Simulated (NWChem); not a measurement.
Molecule: ZrH3Br; SMILES [Br][ZrH3]

Results from NWChem. Medium grid unless said otherwise, to which SCAN and Minnesota functionals are sensitive. Coordinates come from a PBE0/def2-SVP optimisation. def2 effective core potentials on Zr; no spin-orbit coupling. Hybrids' shares of exact exchange are those that their runs print; pure functionals count as 0. The functionals differ in more than this share.

```csv
row,share of exact exchange,orbital gap (eV)
PBE/def2-SVP,0.00,3.73
TPSS/def2-SVP,0.00,4.15
B3LYP/def2-SVP,0.20,withheld
r2SCAN0/def2-SVP,0.25,6.41
M06/def2-SVP,0.27,6.10
MPW1K/def2-SVP,0.43,7.74
M06-2X/def2-SVP,0.54,8.09
```

Fit a straight line of the last column on the one before it, predict the withheld value, and compare with the run.


1. Means of the 6 shown rows: x = 0.248, y = 6.037. Slope Σ(x − x̄)(y − ȳ)/Σ(x − x̄)² = 1.952/0.2419 = 8.069; intercept 4.033.
2. The shown rows scatter about the line by 0.256 (root mean square); the largest residual is +0.36, at r2SCAN0/def2-SVP.
3. At x = 0.20 (B3LYP/def2-SVP; inside the shown range) the line gives 5.65.
4. The run gives 5.59, -0.06 from the line, 0.2 times the scatter.
